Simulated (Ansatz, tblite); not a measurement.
Forces on the cluster Au2Cl2⁺ at its PBE0-D4/def2-SVP geometry. Total charge 1; doublet.

In the def2 sets Au takes a core potential; there is no spin–orbit coupling. The xTB rows come from tblite. The structure comes from a short search, and lower isomers may exist.

GFN1-xTB (tblite), largest force 1.30 eV/Å:

```xyz
4
positions Å, forces eV/Å
Au   -0.039    2.833   -0.327    0.703   -0.837    0.163
Au   -0.027   -0.955    0.107   -0.410   -0.719    0.041
Cl    1.314    0.938    0.020   -1.031    0.481   -0.154
Cl   -1.249   -2.817    0.200    0.737    1.075   -0.050
```

GFN2-xTB (tblite), largest force 0.72 eV/Å:

```
Au 0.437 -0.486 0.098
Au 0.132 0.111 -0.001
Cl -0.500 0.503 -0.105
Cl -0.069 -0.129 0.008
```

PBE0-D4/def2-TZVP (Ansatz), largest force 0.61 eV/Å:

```
Au 0.258 -0.387 0.069
Au -0.060 -0.084 0.002
Cl -0.533 -0.033 -0.047
Cl 0.335 0.504 -0.024
```
